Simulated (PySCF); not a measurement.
## V⁴⁺: fine-structure interval

V⁴⁺ [Ar] 3d1 [3d3/2^1, M_J = 3/2] → V⁴⁺ [Ar] 3d1 [3d5/2^1, M_J = 5/2], as a difference of total energies. All numbers are calculated (PySCF 2.14, the two-component X2C-1e Hamiltonian, in x2c-TZVPPall-2c (6s7p4d2f1g, 70 functions)). Correlated levels: [Ne] frozen. "Screened" scales the spin-orbit matrix elements by Boettger's factors to mimic the two-electron term; Breit and QED terms are absent.

```tsv
method	fine-structure interval (cm⁻¹)
GHF (screened spin-orbit)	829.73
GMP2 (screened spin-orbit)	497.09
GHF (bare spin-orbit)	1341.5
```

GHF and GMP2 differ strongly here because the two determinants are spin-polarised to different degrees; the interval is a small difference of such terms.
